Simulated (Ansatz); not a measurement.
`NB(F)[O][GeH3]` → `NB(O)F` + `[GeH2]`  (germylene loss)

Isolated molecules relaxed with PBE0-D4/def2-TZVP in Ansatz; ΔE leaves out vibrations. CCSD(T)/CBS adds triple-zeta CCSD(T) − MP2 to the extrapolated MP2 energy (def2 sets, frozen cores). For Ge outer-core shells are correlated without core-valence functions, which leaves a few kJ/mol of doubt a bond. Scalar relativity is left out up to krypton. Each species was taken in one conformer, which may not be the lowest.

```json
{"species": "`NB(F)[O][GeH3]`", "CCSD(T)/CBS(def2) energy (Eh)": "-2333.75991"}
{"species": "`NB(O)F`", "CCSD(T)/CBS(def2) energy (Eh)": "-256.43442"}
{"species": "`[GeH2]`", "CCSD(T)/CBS(def2) energy (Eh)": "-2077.24753"}
```

Question: Work out ΔE.

Answer: ΔE = (-256.43442) + (-2077.24753) − (-2333.75991) = 0.07796 Eh = +204.7 kJ/mol.

Largest T1 diagnostic among the species: 0.012.

The D4 term adds +11.1 kJ/mol with B3LYP and +6.1 kJ/mol with PBE0; it sums over pairs of atoms, weighted by their polarisabilities, and B3LYP, whose exchange is more repulsive, gets the larger term. From PBE to PBE0 (25 % exact exchange), in def2-TZVPP and without D4, ΔE moves by +11.3 kJ/mol. In def2-TZVPP, CCSD(T) changes the Hartree–Fock value by +20.3 kJ/mol (the triples alone add +4.3 kJ/mol) and MP2 by +36.0 kJ/mol.

B3LYP here is the variant with VWN-RPA as its local correlation; programs differ in this.
